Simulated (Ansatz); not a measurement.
Consider the redistribution: `CO[SiH2][SiH2]O` + `O[SiH2][NH][AlH2]` → `CO[SiH2]N[SiH2]O` + `O[SiH2][AlH2]`.

Program: Ansatz. Geometries: PBE0-D4/def2-TZVP. ΔE: electronic, gas phase. CCSD(T)/CBS is the MP2 limit (def2-TZVPP, def2-QZVPP) plus CCSD(T) − MP2 in def2-TZVPP, frozen cores. Functionals use def2-TZVPP. B3LYP here is the variant with VWN-RPA as its local correlation; programs differ in this. Each species was taken in one conformer, which may not be the lowest.

`CO[SiH2][SiH2]O`:

Cartesian coordinates in Å:
```
C 0.079 -0.656 2.504
O -0.208 0.059 1.325
Si 0.211 -0.491 -0.171
Si -0.572 1.090 -1.722
O -0.025 0.745 -3.248
H -0.329 -0.101 3.350
H -0.377 -1.654 2.489
H 1.160 -0.769 2.650
H 1.698 -0.646 -0.277
H -0.362 -1.851 -0.406
H -0.144 2.451 -1.286
H -2.052 1.063 -1.817
H 0.922 0.760 -3.390
```

`O[SiH2][NH][AlH2]`:

Z-matrix (Å, degrees):
```
Si
N 1 1.711
O 1 1.650 2 109.6
H 1 1.491 2 112.1 3 -119.5
H 1 1.486 2 106.5 3 120.5
Al 2 1.785 1 128.8 3 -109.0
H 2 1.013 1 114.7 3 67.2
H 3 0.958 1 117.1 2 -154.7
H 6 1.583 2 117.3 1 178.4
H 6 1.580 2 118.3 1 -2.2
```

`CO[SiH2]N[SiH2]O`:

Cartesian coordinates in Å:
```
C 2.080 -0.184 -0.677
O 1.156 0.867 -0.488
Si 0.293 1.022 0.914
N -0.847 -0.253 1.083
Si -2.029 -0.648 -0.116
O -1.666 0.213 -1.463
H 2.534 -0.069 -1.662
H 2.873 -0.156 0.077
H 1.590 -1.164 -0.630
H -0.355 2.341 0.771
H 1.203 0.956 2.089
H -0.691 -0.913 1.830
H -1.998 -2.123 -0.325
H -3.411 -0.251 0.248
H -0.733 0.360 -1.650
```

`O[SiH2][AlH2]`:

```xyz
8

O     0.066    0.872    1.642
Si   -0.513    0.556    0.117
Al    0.803   -1.267   -0.878
H    -0.369    1.568    2.136
H    -1.969    0.206    0.172
H    -0.455    1.790   -0.731
H     0.425   -1.764   -2.342
H     2.011   -1.961   -0.117
```

```
             level  ΔE (kcal/mol)
           PBE0-D4            5.6
          B3LYP-D4            6.3
              PBE0            6.6
             B3LYP            8.0
     HF/def2-TZVPP            6.5
SCS-MP2/def2-TZVPP            6.8
CCSD(T)/def2-TZVPP            6.1
     MP2/CBS(def2)            6.7
```

Question: What does CCSD(T)/CBS give? (Estimate.)

Answer: Ansatz gave: +6.1 kcal/mol. The listed levels differ from it by -0.5, 0.2, 0.5, 1.9, 0.4, 0.7, 0.0, 0.6 kcal/mol.

Largest T1 diagnostic among the species: 0.012.

From PBE to PBE0 (25 % exact exchange), in def2-TZVPP and without D4, ΔE moves by −0.9 kcal/mol. The D4 term adds −1.6 kcal/mol with B3LYP and −0.9 kcal/mol with PBE0; it sums over pairs of atoms, weighted by their polarisabilities, and B3LYP, whose exchange is more repulsive, gets the larger term.
